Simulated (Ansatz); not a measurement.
[GeI3]- (GeI3⁻), relaxed as a singlet with RKS PBE0-D4/def2-SVPD in Ansatz, starting from the GFN2-xTB geometry. Force threshold 0.02 eV/Å.

In the def2 sets I takes a core potential; there is no spin–orbit coupling.

Start:

Cartesian coordinates in Å:
```
Ge -0.6834 0.0310 -0.6066
I -0.4833 2.1151 1.1232
I 1.8398 -0.0702 -1.6279
I -0.6731 -2.0758 1.1113
```

```
        step  energy (eV)  largest force component (eV/Å)  SCF passes
           1  -80814.4859                           0.138          13
           2  -80814.4962                           0.089          19
3 (rejected)  -80814.4960                           0.117          20
           4  -80814.4971                           0.015          20
```

Force components are those of the run's own axes.

End:

```xyz
4

Ge   -0.721    0.034   -0.636
I    -0.455    2.077    1.111
I     1.812   -0.074   -1.571
I    -0.636   -2.037    1.096
```

By distances, no bond broke or formed. The bond that changes most is Ge1–I3, from 2.72 to 2.70 Å (atoms count from 1).

No frequencies were taken in this run, so the end may be a saddle point.

Hardware: 4 threads of Arm Neoverse V2 on a shared host. Wall time 12 s.
